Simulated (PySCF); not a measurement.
**Distorted geometries of [OsO3(H2O)2]2+**

[OsO3(H2O)2]2+ (singlet). PySCF 2.14.0, RKS TPSS, Os def2-SVP with ECP60, O def2-SVP, H def2-SVP; non-relativistic Hamiltonian with scalar-relativistic core potentials where named; density fitting; no spin-orbit coupling. Relaxed geometry:

```xyz
10

Os    0.1362    0.0254    0.0865
O    -0.1344    0.5000    1.6860
O     1.7939   -0.3205    0.0073
O    -0.0673    1.3974   -0.8788
O    -2.0565   -0.3437   -0.1031
H    -2.6278   -0.4053    0.7047
H    -2.5864    0.1363   -0.7898
O    -0.1110   -1.9318   -0.6235
H    -0.9947   -2.3498   -0.7967
H     0.6333   -2.5599   -0.8317
```

Problem. Order these distorted geometries by energy above the relaxed one, lowest first.
A.
```xyz
10

Os    0.1420    0.0070    0.0680
O    -0.2017    0.4144    1.6605
O     1.8152   -0.3228   -0.0573
O    -0.0990    1.4535   -0.8572
O    -2.0748   -0.3611   -0.0435
H    -2.5979   -0.3297    0.6687
H    -2.6760    0.1304   -0.7326
O    -0.0193   -1.9236   -0.5575
H    -0.9535   -2.4189   -0.8617
H     0.6503   -2.5011   -0.8265
```
B.
```xyz
10

Os    0.1634    0.0879   -0.0889
O    -0.1277    0.6500    1.8127
O     1.7850   -0.3225    0.0889
O    -0.2230    1.2995   -0.9461
O    -2.0889   -0.2725   -0.0812
H    -2.6886   -0.4530    0.8111
H    -2.5815    0.1667   -0.7295
O    -0.0510   -2.1313   -0.6800
H    -0.7975   -2.2884   -0.9243
H     0.5953   -2.5883   -0.8017
```
C.
```xyz
10

Os    0.1113    0.0630    0.2192
O     0.1165    0.5258    1.5749
O     1.7618   -0.2111    0.1780
O     0.0266    1.3958   -0.7999
O    -2.1159   -0.5468   -0.0266
H    -2.6543   -0.5417    0.5517
H    -2.4128    0.0112   -1.0524
O    -0.2771   -1.7326   -0.8158
H    -1.1001   -2.2926   -0.7820
H     0.5293   -2.5231   -0.5862
```

Solution. A (0.88 eV), B (5.84 eV), C (6.50 eV).

Problem. Which forces (eV/Å) act in the one that lies 5.84 eV up?

Solution. 
```
Os   -0.82 -10.14  14.83
O     0.71  -1.73  -6.30
O     1.31   0.55  -1.15
O    -1.67  10.36  -7.43
O     1.17  -2.46   4.65
H     1.66   0.62  -2.65
H    -2.22   1.65  -2.24
O     1.79  15.38   8.40
H   -14.99  -4.23  -5.28
H    13.05  -9.98  -2.84
```
Forces carry noise of the integration grid, about 0.01 to 0.03 eV/Å.

No frequency check is given that shows the relaxed geometry to be a minimum.
